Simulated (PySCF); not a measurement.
IK (SMILES [K][I]), singlet, at a GFN2-xTB geometry (such geometries of metal compounds can be far from the true shape) (core potentials on I). Base run: B3LYP/def2-SVPD, polarisability (PySCF).

Input for PySCF:
```python
from pyscf import gto, scf, dft
from pyscf.prop import polarizability

mol = gto.Mole()
mol.atom = '''
    K    -0.000000   -0.000000   -2.323818
    I     0.000000    0.000000    0.833067
'''
mol.basis = 'def2-svpd'
mol.ecp = {'I': 'def2-svpd'}
mol.charge = 0
mol.spin = 0
mol.verbose = 3
mol.build()

mf = dft.RKS(mol)
mf.xc = 'b3lyp'
mf.kernel()
alpha = mf.Polarizability().polarizability()[2, 2]
print('alpha_zz =', alpha)
```

Variants of this job, named by their change:

| change | alpha_zz (bohr³) | basis functions |
|---|---|---|
| base | 86.76 | 62 |
| finite field (a.u.) = 0.05; conv_tol = 1e-11 | 246.01 | 62 |
| basis = def2-TZVP | 84.16 | 83 |
| finite field (a.u.) = 2e-4; conv_tol = 1e-6 | 86.75 | 62 |
| functional = pbe | 97.05 | 62 |
| functional = lda,vwn | 92.81 | 62 |
| basis = def2-SVP | 78.78 | 50 |
| finite field (a.u.) = 2e-4; conv_tol = 1e-11 | 86.76 | 62 |
| finite field (a.u.) = 0.005; conv_tol = 1e-11 | 88.20 | 62 |
| basis = STO-3G | 78.16 | 40 |
| finite field (a.u.) = 0.02; conv_tol = 1e-11 | 125.01 | 62 |
| functional = hf | 63.74 | 62 |

Finite-field rows take the second difference of the energy in a field along z; a small field with loose convergence shows SCF noise divided by the square of the field, and a large one adds hyperpolarisability.
